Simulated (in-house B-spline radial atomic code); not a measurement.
## The germanium ion Ge⁵⁺: [Ar] 3d8 6p1 (an excited or competing configuration)

Method: Dirac-Hartree-Fock, average of configuration, Fermi nucleus of rms radius 4.0742 fm. Calculated with a B-spline radial code for spherical atoms.

Z_r = [3n² - l(l+1)]/(2<r>); Z_e = n√(-2ε); the last column is Slater's effective charge. Values are occupation-weighted means over j.

| shell | electrons | ε (eV) | <r> (bohr) | Z_r | Z_e | Slater |
| --- | --- | --- | --- | --- | --- | --- |
| 1s | 2 | -11291 | 0.04698 | 31.93 | 28.81 | 31.70 |
| 2s | 2 | -1561 | 0.2089 | 28.72 | 21.42 | 27.85 |
| 2p | 6 | -1373 | 0.1835 | 27.25 | 20.09 | 27.85 |
| 3s | 2 | -300.6 | 0.6109 | 22.10 | 14.10 | 20.75 |
| 3p | 6 | -239.85 | 0.6271 | 19.93 | 12.60 | 20.75 |
| 3d | 8 | -143.23 | 0.6529 | 16.08 | 9.73 | 11.55 |
| 6p | 1 | -21.134 | 5.672 | 9.34 | 7.48 | 6.00 |

The least bound orbital is 6p3/2 at -21.1 eV, and it is also the most diffuse (<r> = 5.682 bohr).

Spin-orbit splittings of the orbital energies (j = l + 1/2 above j = l - 1/2 when positive): 2p 32.22 eV, 3p 4.763 eV, 3d 0.7074 eV, 6p 0.1055 eV.

For the 1s electron the small component carries 1.34 % of the norm, the zero-frequency Breit interaction raises the level by 16.2 eV, self-energy by 8.384 eV, and vacuum polarisation lowers it by 0.8085 eV.
